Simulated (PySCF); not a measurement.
**A small calculation by hand: chemical shift, span and skew from a shielding tensor**

C2H7ClOSi2, SMILES O[SiH2]/C(Cl)=C/[SiH3]. Atoms are numbered in the order given.

```xyz
13

O     -2.6934     1.1308     0.3160
Si    -2.0263    -0.3222    -0.1369
C     -0.1462    -0.2002    -0.1252
Cl     0.4426     0.4007     1.4442
C      0.7353    -0.4951    -1.0951
Si     2.6054    -0.3478    -0.9580
H     -2.3459     1.5116     1.1325
H     -2.4053    -1.4283     0.7931
H     -2.4821    -0.6070    -1.5214
H      0.2889    -0.8467    -2.0368
H      3.2062    -0.7966    -2.2479
H      3.0009     1.0677    -0.6975
H      3.1183    -1.2065     0.1498
```
Charge 0, spin multiplicity 1.

Geometry: r2SCAN-D4/def2-SVP. The structure was generated by enumeration; whether it is a known compound was not checked. The values are those of a single conformer.

GIAO shieldings from PySCF with HF/pcSseg-1, non-relativistic, no solvent. The symmetric part of the tensor of C5 has the principal values -99.3, 60.7, 171.4 ppm. The same nucleus in TMS has σ = 192.6 ppm at this level (PySCF, at its B3LYP-D3(BJ)/def2-TZVP geometry). Without spin–orbit terms, shifts of atoms bonded to Cl or Br come out too high.

Q: Work out the isotropic shielding, the ¹³C shift against TMS, the span and the skew.

A: 
σ(iso) = (σ11 + σ22 + σ33)/3 = 44.3 ppm. δ = σ(ref) − σ(iso) = 192.6 − (44.3) = 148.3 ppm.
Span Ω = σ33 − σ11 = 270.7 ppm. Skew κ = 3(σ(iso) − σ22)/Ω = -0.18. Tumbling in solution averages the tensor to δ; in a static solid the shielding alone would spread this spin-1/2 line over Ω.
